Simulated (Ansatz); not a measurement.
`B1C[AsH]1`. Total charge 0; spin multiplicity 1. All single points use the PBE0-D4/def2-TZVP geometry.

```xyz
7

B    -0.044    0.055   -0.909
C     0.314    0.646    0.426
As    0.462   -1.402    0.359
H    -0.635    0.269   -1.913
H    -0.399    1.190    1.040
H     1.342    0.942    0.624
H    -1.040   -1.701    0.372
```

**Question.** What is the dipole moment at r2SCAN/def2-TZVPP? (Estimate.)

**Answer.** The calculation gave: 0.94 D, with components (-0.15, 0.92, 0.07) D in this frame, pointing from negative to positive charge.

**Question.** And with PBE, B3LYP, ωB97M-V? (An estimate is asked.)

**Answer.** Ansatz gave: PBE 0.79 D, B3LYP 0.81 D, ωB97M-V 0.81 D.

**Question.** Give the Mulliken charges with r2SCAN, B3LYP, PBE in def2-TZVPP. (Estimate.)

**Answer.** Ansatz gave: 
```
atom  r2SCAN  B3LYP    PBE
  B1   -0.01   0.01  -0.03
  C2   -0.24  -0.31  -0.26
 As3    0.01   0.01   0.01
  H4    0.03   0.06   0.03
  H5    0.10   0.12   0.11
  H6    0.13   0.15   0.14
  H7   -0.02  -0.03  -0.01
```

B3LYP here is the variant with VWN-RPA as its local correlation; programs differ in this.
